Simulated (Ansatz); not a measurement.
Job for Ansatz (a first-principles code): R-B2PLYP/def2-TZVPPD on BGeH5 (SMILES [BH2][GeH3]) with ghost functions. Files ending in .json are basis or fitting sets from the Basis Set Exchange. The run froze 15 orbitals, filled d shells among them.

Ansatz 0.2 input:
```yaml
crystal:
  periodic: [false, false, false]
  atoms:
    - {symbol: B, position_ang: [1.22284798, 0.28758192, 0.80215111]}
    - {symbol: Ge, position_ang: [-0.61922060, -0.01846758, -0.12897739]}
    - {symbol: H, position_ang: [2.03320530, -0.56622599, 0.58764307]}
    - {symbol: H, position_ang: [1.62735527, 1.41308246, 0.76436332]}
    - {symbol: H, position_ang: [-0.56440854, 0.02659387, -1.67015228]}
    - {symbol: H, position_ang: [-1.24588378, -1.39665935, 0.23701645]}
    - {symbol: H, position_ang: [-1.70654344, 1.01015974, 0.29427011]}
basis:
  gaussian:
    orbitals: def2-TZVPPD.json
    ghost_atoms:
      - {symbol: O, position_ang: [0.94141999, 0.08063314, 2.47672263]}
      - {symbol: H, position_ang: [0.57033749, -0.79574738, 2.65206878]}
      - {symbol: H, position_ang: [0.30577096, 0.73560710, 2.79757694]}
hamiltonian:
  xc: {name: B2PLYP}
magnetization: {spin_polarized: false}
correlation: {electrons: outside_noble_gas}
scf: {lower_state_search: off}
```

The log:

```
WARN ansatz: RAYON_NUM_THREADS=1 ignored (pool sized by the plan → 1); use --threads N
Functional definition: B2PLYP
these checks for a lower state are left out or cut short: stability, starts, cluster_reference, orbital_swaps, neighbouring_geometries, increment
integrals: 0.62 GiB planned
1435 factors; integrals over basis functions are off by at most 1.5e-3 eV
mean field: 1.29 GiB planned
mean field evaluation 1: about -57259.6737 eV, gradient 1.5e1 eV
mean field evaluation 2: about -57259.6950 eV, gradient 1.5e1 eV
mean field evaluation 4: about -57260.1874 eV, gradient 2.2e0 eV
mean field evaluation 8: about -57260.1933 eV, gradient 9.0e-2 eV
mean field evaluation 16: about -57260.1934 eV, gradient 1.1e-4 eV
mean field -57260.19335636 eV, -2104.2732934932 hartree, gradient 1.9e-6 eV, S^2 0.000000; 0 other end points of the search recorded, 0 dependent functions left out
15 core orbitals not correlated
reference -57260.19352172 eV, -2104.2732995700 hartree; 6, 6 occupied and 229, 229 virtual orbitals, 1435 factors
second order -7.73920377 eV of doubles, -0.00000000 eV of singles
Total energy: -57262.28310674 eV, -2104.3500904030 hartree
Checks for a lower state left out: stability, starts, cluster_reference, orbital_swaps, neighbouring_geometries, increment
```

The run converged.

Cost: very roughly 15 core-seconds.
